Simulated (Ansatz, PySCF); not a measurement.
Potential energy curve for I₂, singlet.

- RKS-PBE = restricted PBE/def2-SVP, def2 effective core potentials past Kr run with Ansatz (a program for electronic structure)
- UKS-PBE = unrestricted PBE/def2-SVP, def2 effective core potentials past Kr in Ansatz
- UKS-BHandHLYP = unrestricted BHandHLYP/def2-SVP, def2 effective core potentials past Kr run with PySCF 2.14.0
- UCCSD(T) = CCSD(T) on UHF/def2-SVP, 8 core orbitals frozen, def2 effective core potentials past Kr (PySCF)

Energies relative to the lowest point of each curve near equilibrium, in kJ/mol; the last columns give the difference from UCCSD(T):

| R / Å | RKS-PBE | UKS-PBE | UKS-BHandHLYP | UCCSD(T) | RKS-PBE − UCCSD(T) | UKS-PBE − UCCSD(T) | UKS-BHandHLYP − UCCSD(T) |
|---|---|---|---|---|---|---|---|
| 2.13 | 398.7 | 398.7 | 395.8 | 427.0 | -28.3 | -28.3 | -31.2 |
| 2.27 | 183.0 | 183.0 | 178.4 | 199.4 | -16.3 | -16.3 | -20.9 |
| 2.37 | 93.8 | 93.8 | 89.1 | 104.2 | -10.4 | -10.4 | -15.1 |
| 2.49 | 33.1 | 33.1 | 29.2 | 38.5 | -5.5 | -5.5 | -9.3 |
| 2.56 | 14.1 | 14.1 | 11.2 | 17.4 | -3.3 | -3.3 | -6.2 |
| 2.66 | 1.5 | 1.5 | 0.4 | 2.5 | -1.0 | -1.0 | -2.1 |
| 2.71 | 0.0 | 0.0 | 0.0 | 0.0 | 0.0 | 0.0 | 0.0 |
| 2.83 | 5.6 | 5.6 | 8.6 | 3.5 | 2.1 | 2.1 | 5.1 |
| 2.90 | 13.0 | 13.0 | 18.0 | 10.6 | 2.5 | 2.5 | 7.5 |
| 3.07 | 38.3 | 38.3 | 48.7 | 35.8 | 2.5 | 2.5 | 12.9 |
| 3.26 | 71.5 | 70.7 | 85.2 | 69.1 | 2.4 | 1.6 | 16.1 |
| 3.60 | 128.8 | 117.8 | 120.4 | 116.8 | 12.0 | 1.0 | 3.5 |
| 3.94 | 174.8 | 151.3 | 134.0 | 134.9 | 40.0 | 16.5 | -0.9 |
| 4.33 | 212.2 | 177.0 | 139.3 | 138.8 | 73.4 | 38.1 | 0.5 |
| 4.83 | 241.0 | 193.7 | 141.3 | 139.9 | 101.2 | 53.8 | 1.4 |
| 5.27 | 254.8 | 198.2 | 142.0 | 140.6 | 114.1 | 57.5 | 1.4 |
| 5.78 | 263.1 | 199.9 | 142.5 | 141.2 | 121.9 | 58.7 | 1.3 |
| 6.54 | 268.2 | 200.5 | 142.7 | 141.6 | 126.7 | 59.0 | 1.1 |
| 7.14 | 269.5 | 200.7 | 142.7 | 141.7 | 127.8 | 59.0 | 1.0 |
| 7.95 | 269.9 | 200.7 | 142.8 | 141.8 | 128.0 | 58.9 | 1.0 |

RKS-PBE is furthest from UCCSD(T) at 7.95 (128.0 kJ/mol, above); its mean absolute difference over the points is 46.0 kJ/mol.

UKS-PBE is furthest from UCCSD(T) at 6.54 (59.0 kJ/mol, above); its mean absolute difference over the points is 23.8 kJ/mol.

UKS-BHandHLYP is furthest from UCCSD(T) at 2.13 (-31.2 kJ/mol, below); its mean absolute difference over the points is 6.9 kJ/mol.

The restricted form behind RKS-PBE keeps the bonding electrons paired and can't separate into open-shell fragments. The unrestricted determinant behind UKS-PBE, UKS-BHandHLYP is spin-contaminated at 3.26 to 7.95 Å (<S²> up to 1.0, against 0.00 for a pure singlet). The unrestricted determinant behind UCCSD(T) is spin-contaminated at 2.90 to 7.95 Å (<S²> up to 1.0, against 0.00 for a pure singlet).
